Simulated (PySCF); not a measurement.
Molecule: `S=c1ccocc1`, C5H4OS.

Bonds (- single, = double, # triple, : aromatic): S1=C2, C2-C3, C3=C4, C4-O5, O5-C6, C6=C7, C7-C2. C3 carries H8; C4 carries H9; C6 carries H10; C7 carries H11.

Frames of a GFN2-xTB Langevin trajectory at 300 K; GIAO PBE0/pcSseg-1 shieldings in PySCF 2.14, gas phase, non-relativistic; equivalent atoms averaged within each frame.

Referencing at the same level of theory: CS2 for 33S (σ = 503.73 ppm); 13C (σ = 186.93 ppm), 1H (σ = 31.72 ppm) against TMS; 17O (σ = 336.08 ppm) against H2O. The references are static minima.

How do the shifts (ppm) fluctuate along the trajectory?

Answers


```csv
time (fs),S1,C2,C4/C6,C3/C7,O5,H9/H10,H8/H11
optimised geometry,706,211.1,151.7,136.4,238.9,7.31,7.24
250,636,202.3,152.2,140.0,253.9,7.54,7.27
425,791,218.2,149.2,131.2,245.1,6.88,7.37
625,691,208.7,153.4,135.6,240.5,7.62,6.79
800,662,203.7,152.0,141.4,233.5,7.58,7.84
1000,921,231.1,147.7,132.1,235.8,7.05,7.29
mean of frames,740,212.8,150.9,136.1,241.8,7.33,7.31
standard deviation,117,12.0,2.3,4.5,8.1,0.34,0.37
```

5 frames give an uncertainty of the mean of about the standard deviation over 2.2 at best, since frames this close in time may not be independent; classical motion lacks zero-point vibration, and the reference would need the same averaging.
